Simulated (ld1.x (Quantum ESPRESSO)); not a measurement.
**Which change was made? (Pt, TM semilocal)**

Pt, norm-conserving Troullier–Martins (semilocal form), made with ld1.x (Quantum ESPRESSO) 7.5 (PBE, scalar-relativistic). Core [Xe] 4f14, reference 5d9 6s1 6p0. Waves: 6s (bound): rc 2.45 bohr; 5d (bound): rc 1.65 bohr; 6p (bound, empty): rc 3.70 bohr. Local part: the p channel. Core correction: none.

Cutoffs, loose and tight: the cutoffs (Ry, on a coarse ladder) from which the occupation-weighted sum of valence levels, in a spherical-Bessel basis at the reference potential, stays within 10 and 1 mRy of its value at 400 Ry. They do not see the model core or the augmentation charge, which bear on the density cutoff. Test errors are all-electron minus pseudo excitation energies from the reference, over the configurations 5d9 6s0 6p0; 5d8 6s0 6p0; 5d7 6s0 6p0; 5d10 6s0 6p0; 5d9 6s0 6p1; 5d6 6s0 6p0; 5d9 6s0.5 6p0; variants that change the core or the reference have their own tests.

The base gives: outcome: generated; cutoff, loose: 40 Ry; cutoff, tight: 60 Ry; bound ghosts: none; largest test error (meV): -117.

Question: After one change the result is: outcome: generated; cutoff, loose: 45 Ry; cutoff, tight: 80 Ry; bound ghosts: none; largest test error (meV): -153. Which change was it?
A. all radii scaled by about 1.38 (s 3.38, p 5.10, d 2.28 bohr)
B. all radii scaled by about 0.76 (s 1.86, p 2.82, d 1.26 bohr)
C. all radii scaled by about 1.24 (s 3.04, p 4.60, d 2.04 bohr)

Answer: B. The others give: all radii scaled by about 1.38 (s 3.38, p 5.10, d 2.28 bohr) → outcome: generated; cutoff, loose: 40 Ry; cutoff, tight: 45 Ry; bound ghosts: none; largest test error (meV): -467 | all radii scaled by about 1.24 (s 3.04, p 4.60, d 2.04 bohr) → outcome: generated; cutoff, loose: 40 Ry; cutoff, tight: 50 Ry; bound ghosts: none; largest test error (meV): -280.
